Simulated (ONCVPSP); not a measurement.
Logarithmic derivatives: boron (B), ONCV

```
Element                 : B
Generator               : ONCVPSP 4.0.1
Type                    : optimised norm-conserving Vanderbilt (ONCV)
Functional              : PBE
Relativity              : non-relativistic
Frozen core             : [He]
Valence charge          : 3
Reference configuration : 2s2 2p1
Partial waves           : 2s: rc 1.60 bohr, ncon 4, nbas 8, qcut 5.1 1/bohr, 1 projector; 2p: rc 3.50 bohr, ncon 3, nbas 8, qcut 4.8 1/bohr, 2 projectors, debl 3.4 Ha; d scattering state at 0.14 Ha: rc 3.20 bohr, ncon 5, nbas 9, qcut 3.5 1/bohr, 1 projector
Local potential         : polynomial inside 1.05 bohr (lpopt 5, dvloc0 4 Ha)
Core correction         : Teter function, fcfact 5, rcfact 1.72
```

The phase is arctan(r·R′/R) of the radial function R(r), unwrapped; energies in Ha, scanned from -2 to 5 Ha. A pole is an energy at which the radial function vanishes at the test radius. The pseudo phase is shifted by a multiple of π to meet the all-electron one at the reference energy, and phase errors are pseudo minus all-electron; the curves can meet again beyond the range given. Levels narrower than the energy grid can be missing from the lists of poles.

| channel | radius (bohr) | reference energy (Ha) | poles, all-electron | poles, pseudo | unbroken range about the reference energy with phases within 0.05 rad | phase error 1 Ha above the reference energy (rad) |
| --- | --- | --- | --- | --- | --- | --- |
| s | 1.63 | -0.35 | 1.52 | 1.42 | below 2.3 | -0.006 |
| p | 3.54 | -0.13 | -0.04, 1.20, 3.26 | -0.01, 3.26, 4.00 | -0.2 to 0.0 | +2.070 |
| d | 3.24 | 0.14 | 0.98, 3.01 | 0.99, 3.07 | below 1.5 | +0.008 |

Phases in the p channel:

| E (Ha) | all-electron | pseudo |
| --- | --- | --- |
| -1.98 | 1.402 | 1.407 |
| -1.62 | 1.380 | 1.388 |
| -1.26 | 1.347 | 1.360 |
| -0.90 | 1.289 | 1.313 |
| -0.54 | 1.141 | 1.200 |
| -0.18 | -0.746 | -0.699 |
| 0.18 | -2.017 | -1.752 |
| 0.54 | -4.125 | -1.989 |
| 0.90 | -4.591 | -2.601 |
| 1.26 | -4.734 | -3.941 |
| 1.62 | -4.883 | -4.385 |
| 1.98 | -5.736 | -4.531 |
| 2.34 | -7.585 | -4.605 |
| 2.70 | -7.757 | -4.652 |
| 3.06 | -7.826 | -4.690 |
| 3.42 | -7.877 | -4.742 |
| 3.78 | -7.936 | -7.804 |
| 4.14 | -8.060 | -7.870 |
| 4.50 | -9.245 | -7.905 |
| 4.86 | -10.760 | -7.950 |
